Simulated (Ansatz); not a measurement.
Several settings on one geometry of the cluster Li₃Cl₃ (that of the charge 0 singlet, PBE-D4/def2-SVP). Ansatz on 4 threads of Arm Neoverse V2 on a shared host; times are rough.

```tsv
atom	x (Å)	y (Å)	z (Å)
Li1	0.978	1.632	0.080
Li2	-1.904	0.027	0.041
Li3	0.925	-1.658	-0.122
Cl4	2.376	-0.034	-0.058
Cl5	-1.155	2.071	0.135
Cl6	-1.220	-2.038	-0.076
```

Totals from different functionals, basis sets or treatments of relativity can't be compared as stabilities.

B3LYP takes the VWN-RPA correlation.

Scalar relativity in a set contracted without it gives distorted totals.

The spins typed aren't always the lowest for that charge.

Task: Give the basis size and estimate the energy, ⟨S²⟩ and time of these runs.

| run | method | charge | state | further keys |
| --- | --- | --- | --- | --- |
| 1 | ROKS BLYP/def2-SVPD | -1 | doublet | forces asked |
| 2 | RKS B3LYP-D4/def2-mTZVPP | 0 | singlet | final_grid: {core_spheres: 5, valence_spheres: 4, degree: 11}; pseudopotentials: {relativity: scalar}; forces asked |
| 3 | RKS PBE/def2-mTZVP | 0 | singlet | fitting: {mean_field: def2-universal-jkfit}; point_charges: [{charge: 1.00, position_ang: [6.992, 0.430, -0.758]}] |

Result: 
| run | functions | energy (Eh) | ⟨S²⟩ | wall time |
| --- | --- | --- | --- | --- |
| 1 | 117 | -1403.0880 | – | 6.5 s |
| 2 | 114 | -1407.4006 | – | 1.1 s |
| 3 | 90 | -1402.9148 | – | 0.65 s |
